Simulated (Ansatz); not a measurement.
`FBOC[SiH3]` + `FCS` → `FCS[SiH3]` + `COBF`  (ligand exchange at the Si–C bond)

Computed with Ansatz on PBE0-D4/def2-TZVP structures; ΔE is electronic, products minus reactants. CCSD(T)/CBS is the MP2 limit (def2-TZVPP, def2-QZVPP) plus CCSD(T) − MP2 in def2-TZVPP, frozen cores. Functionals use def2-TZVPP. Each species was taken in one conformer, which may not be the lowest.

| level | ΔE (eV) |
| --- | --- |
| r2SCAN-D4 | -0.74 |
| ωB97M-V | -0.70 |
| r2SCAN | -0.74 |
| MP2/CBS(def2) | -0.78 |

**Question.** What does CCSD(T)/CBS give? (Best estimate.)

**Answer.** Computed: -0.73 eV. The listed levels differ from it by -0.01, 0.03, -0.01, -0.05 eV.

Largest T1 diagnostic among the species: 0.013.
